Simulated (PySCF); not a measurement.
Compound: C6H5F.
Structure used (PBE0-D3(BJ)/def2-SVP), in Å, numbered top down from 1:
```xyz
12
C6H5F angstrom
C      2.1947   -1.6337   -0.1558
C      1.4514   -0.6776   -0.1812
C      0.5734    0.4641   -0.2130
C      0.0080    1.0452    1.0929
C     -0.8469    0.3357    0.1537
C     -2.0361   -0.1340   -0.1631
F     -2.2657   -0.8138   -1.2817
H      2.8517   -2.4832   -0.1374
H      0.8072    1.1991   -0.9945
H     -0.0600    2.1363    1.1605
H      0.2934    0.5414    2.0223
H     -2.9311   -0.0072    0.4533
```

Computed with core-valence-separated Tamm–Dancoff BHandHLYP/aug-pcX-1 (pcseg-1 on H) in PySCF, non-relativistic, gas phase, PBE0-D3(BJ)/def2-SVP geometry. Absolute energies from this functional tend to lie a few eV below measured edges; no shift was applied.

Question: Give energies, oscillator strengths and core holes at the F K edge.

Answer: 
```tsv
E (eV)	f	core hole on	main final orbital
685.92	0.0105	F7	LUMO+1 (39 %)
686.20	0.0214	F7	spread
687.36	0.0120	F7	spread
688.04	0.0025	F7	LUMO+2 (41 %)
688.22	0.0044	F7	LUMO (34 %)
688.45	0.0001	F7	spread
688.90	0.0019	F7	LUMO+9 (31 %)
```

The first line with a tenth or more of the strongest one's intensity is at 685.92 eV (f = 0.010), with the hole on F7 (vinyl fluorine). The strongest listed is at 686.20 eV (f = 0.021; F7).

Question: What does the C 1s absorption edge look like?

Answer: 
```tsv
E (eV)	f	core hole on	main final orbital	polarisation
283.32	0.0557	C5	LUMO+1 (33 %)	normal to the local trigonal plane
283.52	0.0638	C1	spread	across the triple bond
283.72	0.0698	C1	spread	across the triple bond
283.74	0.0508	C2	spread	across the triple bond
283.82	0.0426	C2	spread	across the triple bond
284.94	0.0678	C6	spread	normal to the local trigonal plane
285.80	0.0085	C1	LUMO+2 (48 %)	along the triple bond
285.90	0.0113	C4	LUMO (44 %)	–
286.11	0.0285	C5	spread	in the local trigonal plane
286.17	0.0463	C4	spread	–
286.33	0.0109	C3	LUMO (57 %)	–
286.42	0.0077	C4	LUMO+1 (31 %)	–
286.46	0.0061	C2	spread	along the triple bond
286.54	0.0018	C1	spread	mixed
286.57	0.0052	C2	LUMO (47 %)	mixed
286.62	0.0245	C3	spread	–
286.88	0.0029	C1	LUMO+1 (50 %)	mixed
286.94	0.0025	C5	LUMO (65 %)	mixed
287.15	0.0033	C1	LUMO+3 (43 %)	mixed
287.28	0.0068	C1 + C2	spread (2 roots, f summed)	–
287.30	0.0062	C3	spread	–
287.33	0.0010	C5	LUMO+2 (35 %)	in the local trigonal plane
287.49	0.0027	C2	LUMO+4 (65 %)	along the triple bond
287.58	0.0039	C4	spread	–
287.59	0.0425	C6	LUMO+3 (35 %)	in the local trigonal plane
287.62	0.0009	C2	LUMO+3 (39 %)	–
```

The first line with a tenth or more of the strongest one's intensity is at 283.32 eV (f = 0.056), with the hole on C5 (fully substituted alkene carbon), polarised normal to the local trigonal plane: a 1s→π* resonance. The strongest listed is at 283.72 eV (f = 0.070; C1).

Roots within 0.03 eV whose holes lie on the same, on equivalent or on shared atoms are summed into one line, and the highest roots are left out, as the search may have cut off their partners. Final orbitals are the ground state's empty Kohn–Sham orbitals. A dash: too weak, shared between unlike atoms, or no plane or axis to refer to.

Question: What is the summed oscillator strength of the listed F K lines, and their intensity-weighted mean energy?

Answer: Σf = 0.053 over 7 lines from 685.92 to 688.90 eV; the weighted mean is 686.76 eV. The strongest line holds 41 % of the sum.

The list ends where the root search ended, not at a threshold.
